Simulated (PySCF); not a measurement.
SMILES Cl[Si](Cl)([GeH3])[GeH3] (H6Cl2Ge2Si), PBE0/def2-SVP optimised geometry.

```
11

Cl    -2.21     1.41    -0.06
Si    -0.13     1.49     0.00
Cl     0.53     2.39    -1.75
Ge     0.49     2.90     1.82
Ge     0.67    -0.76     0.00
H     -0.14     4.29     1.61
H      2.02     3.02     1.88
H     -0.02     2.29     3.14
H      0.16    -1.47    -1.26
H      2.21    -0.76     0.00
H      0.16    -1.49     1.26
```

Density from PBE0/def2-TZVP (PySCF 2.14.0) at that geometry.

Minimum of the electron density along straight lines between bonded atoms, close to the bond critical point (lines longer than 1.1 times the sum of covalent radii, or with two minima, are not listed):

| bond | length / Å | ρ at the minimum / e bohr⁻³ | ∇²ρ there / e bohr⁻⁵ | position (fraction from the first atom) |
|---|---|---|---|---|
| Cl1–Si2 | 2.082 | 0.095 | 0.20 | 0.64 |
| Si2–Cl3 | 2.082 | 0.095 | 0.20 | 0.36 |
| Si2–Ge4 | 2.384 | 0.092 | -0.13 | 0.50 |
| Si2–Ge5 | 2.384 | 0.092 | -0.13 | 0.50 |
| Ge4–H6 | 1.537 | 0.133 | 0.05 | 0.59 |
| Ge4–H7 | 1.539 | 0.132 | 0.06 | 0.59 |
| Ge4–H8 | 1.539 | 0.132 | 0.06 | 0.59 |
| Ge5–H9 | 1.537 | 0.133 | 0.05 | 0.59 |
| Ge5–H10 | 1.539 | 0.132 | 0.06 | 0.59 |
| Ge5–H11 | 1.539 | 0.132 | 0.06 | 0.59 |
